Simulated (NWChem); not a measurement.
Species: C2H6OSi, singlet; SMILES O(C)[Si]C

```xyz
10

Si    -0.8312    -0.7483    -0.0005
C      0.9728    -1.4443    -0.0010
H      0.9400    -2.5406    -0.0029
H      1.5465    -1.1323     0.8843
H      1.5473    -1.1291    -0.8846
O     -0.6054     0.9043     0.0020
C      0.5461     1.7352     0.0028
H      1.4788     1.1602     0.0091
H      0.5258     2.3720    -0.8888
H      0.5185     2.3797     0.8885
```
Atoms are numbered in this order, from 1.

Level: B3LYP/6-31G* (spherical d) (NWChem), optimised geometry, unscaled harmonic frequencies. Low-valent species are run as closed-shell singlets; no triplet was tried in these runs. B3LYP is NWChem's, with the RPA form of VWN correlation.

Q: List the harmonic frequencies with IR intensities, and the thermochemistry.

A: 
```csv
frequency (cm⁻¹),IR intensity (km/mol)
65,0.2
121,0.0
197,6.7
213,2.3
341,7.4
596,0.5
614,45.7
707,63.9
792,36.8
1119,227.4
1187,2.7
1207,24.9
1298,31.3
1474,4.5
1490,11.4
1504,11.7
1529,0.2
1531,8.5
3013,3.5
3043,59.9
3080,16.0
3107,21.5
3113,30.7
3118,27.7
```

| Quantity | Result |
|---|---|
| zero-point energy | 49.2 kcal/mol |
| thermal correction to the enthalpy at 298.15 K (with zero-point energy) | 53.8 kcal/mol |
| heat capacity Cv | 19.8 cal/(mol K) |
| entropy at 298.15 K and 1 atm (symmetry number 1) | 78.4 cal/(mol K) |
| dipole moment | 2.43 D |

Rigid rotor and harmonic oscillator; modes under 100 cm⁻¹ make the entropy uncertain.
